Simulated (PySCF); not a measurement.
Shifts of the heteroatoms

Cartesian coordinates in Å; atom numbers follow the order of the lines, from 1:
```xyz
17

C    -3.0368    0.7609    0.1261
N    -1.6633    0.3228    0.1230
Si   -0.9072   -0.3971   -1.2425
C     0.8970   -0.6348   -0.7659
C     1.5462    0.0256    0.1903
Si    3.3535   -0.2047    0.6527
H    -3.1830    1.5418    0.8757
H    -3.7404   -0.0536    0.3345
H    -3.2744    1.1704   -0.8529
H    -1.3737    0.0070    1.0371
H    -1.4549   -1.7017   -1.6664
H    -1.0730    0.5602   -2.3429
H     1.4480   -1.3658   -1.3461
H     0.9882    0.7631    0.7579
H     4.0953    1.0306    0.3807
H     3.4451   -0.5032    2.0867
H     3.9263   -1.3095   -0.1183
```

[PySCF: shieldings: GIAO PBE0/pcSseg-1; geometry from GFN2-xTB; isolated molecule; one conformer; one averaged value for each set of equivalent atoms; non-relativistic]

(1) What are the ²⁹Si shifts?

(2) What are the ¹⁵N shifts?

## Answers

(1) 
```csv
atoms,environment,σ (ppm),δ (ppm)
Si3,"silicon bonded to C, N, 2 H",393.7,-43.6
Si6,"silicon bonded to C, 3 H",420.7,-65.8
```

Shieldings were converted by a linear fit to measured shifts: ²⁹Si: δ = 279.94 − 0.822σ (rms 8.9 ppm, 72 shifts, 25.8 ppm with the 6 outliers that the fit left out vs TMS, solution or neat liquid). Occasional misses reach two or three times the rms, and more in compound classes unlike the fitted ones.

On a 500 MHz spectrometer ²⁹Si resonates near 99.3 MHz, so 1 ppm is 99.3 Hz.

(2) 
```
atoms                  environment  σ (ppm)  δ (ppm)
   N2  nitrogen bonded to C, Si, H    257.3   -385.2
```

Shieldings were converted by a linear fit to measured shifts: ¹⁵N (scatter 6.3 ppm rms vs CH3NO2, solution or neat liquid). Occasional misses reach two or three times the rms, and more in compound classes unlike the fitted ones.

On a 500 MHz spectrometer ¹⁵N resonates near 50.7 MHz, so 1 ppm is 50.7 Hz.
